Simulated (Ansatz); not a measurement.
CH4AlClSi. Total charge 0; spin multiplicity 1. The bonds changed during the relaxation, so this is another structure than the one it started from.

```xyz
8

Cl   -1.223   -1.606   -0.152
C     0.288   -0.605   -0.613
Al   -1.127    0.754   -0.485
Si    0.678    0.405    0.956
H     0.917   -1.224   -1.244
H    -2.271    1.377   -1.368
H     1.899    1.203    0.650
H     0.841   -0.305    2.256
```

Problem. What are the harmonic wavenumbers in cm⁻¹ at PBE0-D4/def2-TZVP (Ansatz, finite differences of forces, unscaled)? (Estimate.)

Solution. The calculation gave: 171, 240, 390, 421, 430, 463, 523, 591, 634, 669, 763, 800, 923, 1069, 1965, 2186, 2207, 3193.

Problem. Is this a minimum?

Solution. Yes, all 18 modes are real.

Problem. Give the ideal-gas thermochemistry at 298.15 K and 1 bar (rigid rotor, harmonic oscillator; point group C1, symmetry number 1).

Solution. Zero-point energy 105.5 kJ/mol; H(298) − E = 123.6 kJ/mol; entropy 321.1 J/(mol·K), of which translation 167.1, rotation 111.4, vibration 42.6; G(298) − E = 27.9 kJ/mol.

Problem. And at 400, 500, 600, 800 and 1000 K?

Solution. 
| T (K) | H − E (kJ/mol) | S (J/mol/K) | G − E (kJ/mol) |
| --- | --- | --- | --- |
| 400 | 134.6 | 352.5 | -6.4 |
| 500 | 146.7 | 379.6 | -43.1 |
| 600 | 159.9 | 403.5 | -82.2 |
| 800 | 188.3 | 444.3 | -167.2 |
| 1000 | 218.7 | 478.2 | -259.5 |

Problem. Rotational constants (cm⁻¹)?

Solution. 0.1775, 0.09924, 0.07415.
